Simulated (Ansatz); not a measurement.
Ligand exchange: GeH(CH3)(GeH3)F + C2H6Mg → GeH2(CH3)(GeH3) + C2H5FMg

Gas-phase species: GeH(CH3)(GeH3)F, singlet; C2H6Mg `C[CH2][MgH]`, singlet; GeH2(CH3)(GeH3), singlet; C2H5FMg `C[CH2][Mg][F]`, singlet. The partners trade F for H: Ge–F and Mg–H bonds give way to Ge–H and Mg–F.

Shapes, held fixed at every level: PBE0-D4/def2-TZVP. Programs: Ansatz 0.2.0. Electronic energies: no zero-point or thermal term.

```tsv
level	kind	ΔE (kJ/mol)	less CCSD(T)/def2-TZVPP	CPU time (sum over the molecules)
PBE-D4/def2-TZVPP	GGA	-122.8	+1.5	28 s
B3LYP-D4/def2-TZVPP	global hybrid	-122.8	+1.5	52 s
PBE0-D4/def2-TZVPP	global hybrid	-123.2	+1.1	36 s
wB97M-V/def2-TZVPP	range-separated hybrid	-121.6	+2.7	2 min
B2PLYP/def2-TZVPP	double hybrid	-127.2	-2.9	57 s
MP2/def2-TZVPP	perturbation theory	-132.8	-8.5	–
CCSD(T)/def2-TZVPP	coupled cluster or CI	-124.3	0.0	–
```

The highest level, CCSD(T)/def2-TZVPP, gives ΔE = -124.3 kJ/mol; the levels span -132.8 to -121.6. The column of differences is taken from that level and isn't an error. No measured value is set beside it here. Relativity is left out for Ge. Outer-core shells of Ge, Mg are correlated, in sets that cover them unevenly. Sets without diffuse functions underbind ionic bonds of s-block metals. Times are processor times on shared x86 and Arm servers, and rough.
